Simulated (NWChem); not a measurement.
Species: TiN2H4S; SMILES [NH2][Ti]([NH2])=[S]

```xyz
8

Ti     0.3022     0.2210     0.0000
S     -0.0196    -1.8425     0.0000
N     -0.0878     1.0658    -1.6448
H     -0.2247     2.0746    -1.7891
H     -0.3553     0.5710    -2.5038
N     -0.0878     1.0658     1.6448
H     -0.2247     2.0746     1.7891
H     -0.3553     0.5710     2.5038
```
Atoms are numbered in this order, from 1.

Computed with NWChem. Coordinates come from a PBE-D3(BJ)/def2-SVP optimisation. Static field.

For level B3LYP/def2-SVPD:

```
Property                          Result
--------------------------------  ------
isotropic polarisability (bohr³)    80.9
```

Task: How do the values read with level PBE/def2-SVPD instead?

Result: 
- isotropic polarisability (bohr³): 82.8
